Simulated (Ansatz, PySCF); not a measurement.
Reaction (SMILES): [CH3][GeH2][CH3] [dimethylgermane] → [CH3][GeH][CH3] + H atom (the Ge-H bond at the site shown breaks; other sites are not compared here)
Geometries: B3LYP-D3(BJ)/def2-TZVP minima from Ansatz (an electronic-structure program).

Property: bond dissociation energy (enthalpy at 298 K, with B3LYP-D3(BJ) rigid-rotor harmonic-oscillator terms from PySCF), in kJ/mol. Correlated levels leave the core frozen unless marked. UHF or UKS for open shells. Spin-orbit coupling is left out. The frozen core is the preceding noble-gas configuration, with the filled d and f shells of earlier blocks. No relativistic terms. CBS(X,Y): correlation extrapolated as X^-3; Hartree-Fock from the larger set.

```
level                                        program  bond dissociation energy (kJ/mol)
------------------------------------  --------------  ---------------------------------
revPBE/def2-TZVPD                             Ansatz                                  ?
LC-wPBE-D3(BJ)/def2-TZVPD             Ansatz + dftd3                                  ?
B2GP-PLYP-D4/def2-TZVPD               Ansatz + dftd4                              351.2
SCS-MP2/STO-3G                                Ansatz                              454.2
CCSD(T)/CBS(aug-cc-pVTZ,aug-cc-pVQZ)          Ansatz                              359.5
```

### Question
Complete the blanks.

### Answer

- revPBE/def2-TZVPD, bond dissociation energy (kJ/mol): 332.5
- LC-wPBE-D3(BJ)/def2-TZVPD, bond dissociation energy (kJ/mol): 350.9
